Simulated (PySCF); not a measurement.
Compound: C6H7Cl2N.
Atom-mapped SMILES: `[N:1]#[C:2][C@@H:3]1[CH2:4][C@@H:5]([Cl:6])[CH2:7][C@H:8]1[Cl:9]` (hydrogens: H10 on C3; H11, H12 on C4; H13 on C5; H14, H15 on C7; H16 on C8)

The geometry is computed with GFN2-xTB (gas phase).

Question: List the bond lengths, angles and torsions at this level.

Answer: 
```json
{"bond": "N1≡C2", "length (Å)": "1.143"}
{"bond": "C2–C3", "length (Å)": "1.444"}
{"bond": "C3–C4", "length (Å)": "1.535"}
{"bond": "C4–C5", "length (Å)": "1.532"}
{"bond": "C5–Cl6", "length (Å)": "1.788"}
{"bond": "C5–C7", "length (Å)": "1.539"}
{"bond": "C7–C8", "length (Å)": "1.527"}
{"bond": "C8–Cl9", "length (Å)": "1.792"}
{"bond": "C3–C8", "length (Å)": "1.534"}
{"bond": "C3–H10", "length (Å)": "1.093"}
{"bond": "C4–H11", "length (Å)": "1.090"}
{"bond": "C4–H12", "length (Å)": "1.089"}
{"bond": "C5–H13", "length (Å)": "1.091"}
{"bond": "C7–H14", "length (Å)": "1.091"}
{"bond": "C7–H15", "length (Å)": "1.089"}
{"bond": "C8–H16", "length (Å)": "1.091"}
```

A selection of angles:
```json
{"angle": "N1–C2–C3", "degrees": "179.4"}
{"angle": "C2–C3–C4", "degrees": "110.8"}
{"angle": "C2–C3–C8", "degrees": "109.6"}
{"angle": "C4–C3–C8", "degrees": "103.0"}
{"angle": "C3–C4–C5", "degrees": "104.3"}
{"angle": "C4–C5–Cl6", "degrees": "110.6"}
{"angle": "C4–C5–C7", "degrees": "106.5"}
{"angle": "Cl6–C5–C7", "degrees": "111.7"}
{"angle": "C5–C7–C8", "degrees": "106.3"}
{"angle": "C7–C8–Cl9", "degrees": "111.1"}
{"angle": "C3–C8–C7", "degrees": "104.1"}
{"angle": "C3–C8–Cl9", "degrees": "109.0"}
```

Torsions: C2–C3–C4–C5 -80° (synclinal); C3–C4–C5–Cl6 -144° (anticlinal); C4–C5–C7–C8 -2° (synperiplanar); C5–C7–C8–Cl9 -92° (anticlinal); C2–C3–C8–C7 79° (synclinal).

The 5-membered ring C3–C4–C5–C7–C8 has internal angles of 103.0° to 106.5° (sum 524°, against 540° for a flat polygon); it is puckered, 0.17 Å rms from its mean plane, widest ring torsion 39°. Of the pairs four or more bonds apart, Cl9···H11 is among the closest relative to their van der Waals radii: 2.91 Å, 99 % of the sum of Bondi's values. The 6 C–C bonds span 1.444 Å (C2–C3, drawn single) to 1.539 Å (C5–C7, drawn single), a spread of 0.095 Å.

Point group: C1 (no symmetry element, even within 0.4 Å). No GFN2-xTB frequencies stand behind this structure, so it isn't proved a minimum. The numbers are those of one conformer.
